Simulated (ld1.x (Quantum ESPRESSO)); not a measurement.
## selenium (Se), TM: configuration errors across variants

ld1.x (Quantum ESPRESSO) 7.5 input, shortened:

```
&input
   title='Se', zed=34., rel=1, dft='PZ', iswitch=3,
   config='[Ar] 3d10 4s2 4p4'
 /
 &inputp
   pseudotype=2, tm=.true., lloc=-1, rcloc=1.10,
   nlcc=.false.
 /
2
4S  1  0   2.00   0.00  1.55  1.55  0.0
4P  2  1   4.00   0.00  1.25  1.25  0.0
 &test
   configts(1)='4s2 4p4'
 /
```

All-electron excitation energies from the reference (eV): (1) 4s2 4p3 11.009; (2) 4s2 4p2 31.567; (3) 4s2 4p1 62.723; (4) 4s0 4p6 22.094; (5) 4s1 4p4 22.594; (6) 4s1 4p5 10.939; (7) 4s2 4p4.3 -1.637; (8) 4s2 4p4 spin -0.593; (9) 4s2 4p3 spin 9.371.

Spin tests fill each open shell by Hund’s rule, majority spin first.

A true bound ghost makes a file unfit for plane-wave use even where its test errors are small: the radial tests pick states by their node count and pass the ghost by.

Errors AE − PS in meV (a dash: test not solved or not reliable):

| change | (1) | (2) | (3) | (4) | (5) | (6) | (7) | (8) | (9) | bound ghosts |
| --- | --- | --- | --- | --- | --- | --- | --- | --- | --- | --- |
| base | +4.8 | +27 | +73 | +69 | +32 | +14 | +0.6 | +80 | +260 | s |
| core correction a·sin(br)/r model core inside 0.68 bohr | +1.1 | -1.7 | -47 | +0.9 | +5.2 | -1.1 | +0.5 | -2.4 | -14 | s |
| core correction a·sin(br)/r model core inside 0.84 bohr | +1.1 | -1.7 | -47 | +1.1 | +5.3 | -1.0 | +0.5 | -2.1 | -13 | s |
| core correction a·sin(br)/r model core inside 1.08 bohr | +1.1 | -1.5 | -46 | +2.9 | +5.7 | -0.6 | +0.4 | -0.3 | -6.8 | s |
| core correction a·sin(br)/r model core inside 1.48 bohr | +1.4 | +1.1 | -31 | +24 | +13 | +4.2 | +0.5 | +18 | +53 | s |

Q: Give the same row for: core correction a·sin(br)/r model core inside 1.20 bohr.

A: +1.1, -1.3, -44, +6.0, +6.6, +0.1, +0.4, +2.1, +1.0; bound ghosts: s.
